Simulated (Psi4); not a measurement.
H3Cl3HfOSi (SMILES [SiH3][O][Hf]([Cl])([Cl])[Cl]), singlet, geometry from GFN2-xTB (such geometries of metal compounds can be far from the true shape) (core potentials on Hf). Base run: B3LYP/def2-SVP run with Psi4.

Here is a job for Psi4.
```
memory 2 GB

molecule {
0 1
  Hf    0.16198422    0.08986631    0.15434697
  Cl    1.67669179    1.12473129    1.46639015
  Cl   -0.93563556   -1.30710791    1.53279462
  Cl   -1.24341668    1.69597803   -0.55096803
  O     0.65066792   -0.87100724   -1.35901133
  Si   -0.43731869   -1.45667371   -2.41454629
  H    -1.74287364   -1.54049122   -1.70426651
  H     0.05106640   -2.77486407   -2.80862422
  H    -0.51381059   -0.52475309   -3.54403733
}

set basis def2-svp

energy('b3lyp')
print_variables()
```

Variants of this job, named by their change:

```csv
change,ΔE vs base (mEh),SCF cycles,grid points,basis functions,outcome
base,0.000,9,193679,133,converged
diis_max_vecs = 15,0.000,9,193679,133,converged
scf_type = direct,0.058,11,193679,133,converged
dft_pruning_scheme = treutler,-0.242,9,116625,133,converged
df_basis_scf = cc-pvtz-jkfit,-,-,-,133,input refused
puream = false,-38.060,9,193679,143,converged
guess = sap,0.000,14,193679,133,converged
dft_basis_tolerance = 1e-8,0.000,9,191812,133,converged
guess = sadno,0.000,10,193679,133,converged
level_shift = 0.3,0.000,10,193679,133,converged
guess = gwh,0.000,16,193679,133,converged
scf_type = pk,0.058,9,193679,133,converged
guess = sapgau,0.000,16,193679,133,converged
```

- df_basis_scf = cc-pvtz-jkfit: ended with `psi4.driver.qcdb.exceptions.BasisSetNotFound: BasisSet::construct: Unable to find a basis set for atom 1 for key JKFIT among:`
